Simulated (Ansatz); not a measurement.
Total energies of the cluster Ge₂O₄⁻ from Ansatz at PBE0-D4/def2-TZVPD, gas phase (1 Eh = 27.2114 eV = 2625.5 kJ/mol). The reference geometry is relaxed at PBE-D4/def2-SVPD.

Cartesian coordinates in Å:
```
Ge -0.716 0.484 -0.876
Ge 0.549 -0.932 1.060
O 0.551 -0.775 -0.906
O -0.819 0.480 0.907
O 1.993 -0.553 1.888
O -1.557 1.295 -2.072
```

```
            state                     geometry  energy (Eh)
charge -1 doublet                    reference  -4454.32478
 charge 0 singlet                    reference  -4454.16772
charge -1 quartet  relaxed at PBE-D4/def2-SVPD  -4454.23066
```

Question: Work out the vertical ionisation energy to the singlet.

Answer: E(charge 0 singlet) − E(charge -1 doublet) = -4454.16772 − (-4454.32478) = 0.15706 Eh = 4.27 eV. For comparison, −ε of the highest occupied level of the spin that leaves is 2.30 eV at this level, 1.97 eV less.

Question: Which of the charge -1 states is lowest, and how far above it are the others?

Answer: The doublet. quartet: -4454.23066 − (-4454.32478) = 0.09412 Eh = 247.1 kJ/mol.

The structure comes from a short search, and lower isomers may exist.
